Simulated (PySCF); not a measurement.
CH5F2NSi2, SMILES F[SiH2]/C=N/[SiH2]F. Atoms are numbered in the order given.

```xyz
11

F     -3.2241     0.7713    -0.2683
Si    -2.0895     0.0130     0.6281
C     -0.3890     0.1973    -0.1934
N      0.5694    -0.3756     0.4277
Si     2.2681    -0.4773     0.0671
F      2.6648     0.3097    -1.3084
H     -2.0519     0.6401     1.9705
H     -2.4363    -1.4255     0.7107
H     -0.2347     0.7605    -1.1410
H      3.0008     0.1501     1.1882
H      2.6032    -1.9077    -0.1038
```
Charge 0, spin multiplicity 1.

Geometry optimised at TPSSh-D3(BJ)/def2-SVP. The structure was generated by enumeration; whether it is a known compound was not checked. Other conformers were not sampled.

The numbers are results of TDA-PBE/def2-SVPD (PySCF), not measurements.

Vertical excitations. Isolated molecule, no solvent.

| state | energy (eV) | λ (nm) | f | main pairs |
|---|---|---|---|---|
| S1 | 3.38 | 367 | 0.002 | HOMO→LUMO 100 % |
| S2 | 5.21 | 238 | 0.000 | HOMO→LUMO+1 88 % |
| S3 | 5.52 | 225 | 0.173 | HOMO−1→LUMO 67 %, HOMO−4→LUMO 11 % |
| S4 | 5.64 | 220 | 0.007 | HOMO→LUMO+2 70 %, HOMO−2→LUMO 17 % |
| S5 | 5.78 | 214 | 0.038 | HOMO−2→LUMO 71 %, HOMO→LUMO+2 19 % |
| S6 | 6.10 | 203 | 0.027 | HOMO→LUMO+3 93 % |
| S7 | 6.28 | 197 | 0.001 | HOMO−3→LUMO 97 % |
| S8 | 6.53 | 190 | 0.076 | HOMO→LUMO+4 91 % |
| S9 | 6.75 | 184 | 0.003 | HOMO−5→LUMO 98 % |
| S10 | 6.77 | 183 | 0.067 | HOMO→LUMO+5 86 % |
| T1 | 2.70 | 459 | 0 | HOMO→LUMO 100 % |
| T2 | 4.41 | 281 | 0 | HOMO−1→LUMO 88 % |
| T3 | 4.99 | 248 | 0 | HOMO→LUMO+1 100 % |
| T4 | 5.37 | 231 | 0 | HOMO−2→LUMO 56 %, HOMO→LUMO+2 42 % |
Triplets are in the Tamm–Dancoff approximation.
